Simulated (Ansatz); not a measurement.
Compare A (`N=C(F)O[SiH3]`) with its isomer B (`O[SiH2]/N=C/F`).

Gas-phase electronic energies from Ansatz, PBE0-D4/def2-TZVP geometries. CBS: MP2 limit from def2 TZ/QZ plus the TZ coupled-cluster correction, frozen cores. DFT in def2-TZVPP. Each species was taken in one conformer, which may not be the lowest.

Which isomer does CCSD(T)/CBS put lower? Give the gap. (Estimate.)

Computed: B, by 102.4 kJ/mol.

Give E(B) − E(A) in kJ/mol with MP2/def2-TZVPP, PBE-D4, CCSD/def2-TZVPP, CCSD(T)/def2-TZVPP, LDA (SPW92), r2SCAN-D4, CCSD(T)/def2-SVP. (Estimate.)

Computed: MP2/def2-TZVPP -104.9, PBE-D4 -89.1, CCSD/def2-TZVPP -97.8, CCSD(T)/def2-TZVPP -97.3, LDA (SPW92) -79.9, r2SCAN-D4 -91.5, CCSD(T)/def2-SVP -69.9. None reverses the order clearly.

Does the order hold for the free energy at 298.15 K (harmonic terms from PBE0-D4)? (Best estimate.)

The calculation gave: Yes: G(B) − G(A) = -99.0 kJ/mol, for one conformer each. Modes under 60 cm⁻¹, often nearly free rotors, make the harmonic entropy too high.

Largest T1 diagnostic: 0.013.

At CCSD(T), def2-SVP lies +32.5 kJ/mol from the extrapolated value and def2-TZVPP +5.1 kJ/mol. Leaving LDA and LC-ωPBE aside and taking each functional with its dispersion term where it has one, the values, not all of them listed here, spread over 11.4 kJ/mol, from B2PLYP to revPBE-D4. LDA lies +10.0 kJ/mol from PBE without D4.
